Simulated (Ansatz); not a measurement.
C₂H₆Cl₂F₂O₂SSi₂, SMILES `CO[Si](F)(F)S[Si](Cl)(Cl)OC`, relaxed with RKS PBE0-D4/def2-TZVP in Ansatz 0.2.0 from a PBE-D4/def2-SVP geometry. The force threshold is 0.005 eV/Å; the program also tests the step.

Charge 0, multiplicity 1.

Start:

```xyz
17

C    -3.169    0.417   -1.828
O    -1.794    0.079   -1.989
Si   -0.633    0.235   -0.834
F    -0.760    1.695   -0.133
F    -0.857   -0.837    0.375
S     1.195   -0.097   -1.875
Si    2.369   -0.534   -0.136
Cl    4.309    0.022   -0.553
Cl    2.369   -2.544    0.344
O     1.719    0.351    1.098
C     1.517   -0.013    2.460
H    -3.682   -0.301   -1.152
H    -3.652    0.369   -2.823
H    -3.295    1.443   -1.421
H     1.087   -1.033    2.547
H     0.806    0.715    2.894
H     2.471    0.032    3.028
```

**Question.** By how much does the energy fall, and how many steps does the optimiser take? (Estimate.)

**Answer.** Ansatz gave: 0.21 eV, in 23 steps.

**Question.** Which bonds change most? (Best estimate.)

**Answer.** Ansatz gave: Si3–F5 from 1.631 to 1.583 Å; Si3–F4 from 1.625 to 1.581 Å; Si7–O10 from 1.652 to 1.611 Å; O2–Si3 from 1.645 to 1.605 Å.

**Question.** Give the relaxed structure. (An estimate is asked.)

**Answer.** Computed: 
```xyz
17

C    -3.228    0.460   -2.030
O    -1.850    0.130   -2.067
Si   -0.808    0.175   -0.846
F    -0.995    1.517   -0.029
F    -1.077   -0.986    0.196
S     1.090    0.007   -1.742
Si    2.202   -0.546   -0.032
Cl    4.145   -0.057   -0.393
Cl    2.146   -2.553    0.320
O     1.597    0.253    1.228
C     1.844    0.029    2.605
H    -3.795   -0.318   -1.513
H    -3.579    0.530   -3.059
H    -3.391    1.418   -1.531
H     1.669   -1.017    2.866
H     1.158    0.660    3.167
H     2.872    0.300    2.858
```
